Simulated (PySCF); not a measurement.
AlBr2H4N.
Geometry (PBE0-D3(BJ)/def2-SVP, Å), atoms numbered from 1 in this order:
```xyz
8
AlBr2H4N angstrom
N     -1.0057   -0.0003    0.0211
Al     1.0183   -0.0059    0.2039
Br     1.4291    1.9206   -0.9675
Br     1.4196   -1.9379   -0.9610
H     -1.4292    0.8495    0.3998
H     -1.4467   -0.8077    0.4671
H     -1.2341   -0.0384   -0.9753
H      1.3007    0.0012    1.7592
```

Level of theory: PBE0-D3(BJ)/def2-SVP geometry optimisation, gas phase in PySCF 2.14.0.

(1) Which atoms are bound to Al2, and at what distances?

(2) List the angles at Al2.

(3) What is the shape at Al2?

(4) What are the other bond lengths?

(5) What are the rotational constants (commonest isotopes, rigid rotor)?

Answers

(1) 4 atoms: H8 1.581 Å, N1 2.032 Å, Br4 2.291 Å, Br3 2.292 Å. The nearest atom not counted as bound is H7, at 2.54 Å.

(2) 
| angle | degrees | distance of the outer atoms (Å) |
| --- | --- | --- |
| Br4–Al2–H8 | 118.2 | 3.34 |
| Br3–Al2–H8 | 117.8 | 3.34 |
| Br3–Al2–Br4 | 114.7 | 3.86 |
| N1–Al2–H8 | 105.5 | 2.89 |
| N1–Al2–Br4 | 97.5 | 3.26 |
| N1–Al2–Br3 | 97.5 | 3.26 |

(3) Distorted tetrahedral: angles from 97.5° to 118.2°; τ4 = (360° − α − β)/141° = 0.88 with α and β the two widest (0 for a square, 1 for a tetrahedron).

(4) N1–H5, N1–H6, N1–H7 1.023 Å.

(5) A = 3468, B = 823.0, C = 712.4 MHz: a near-prolate asymmetric top.

Charge 0, singlet. Not checked by PBE0-D3(BJ)/def2-SVP frequencies.
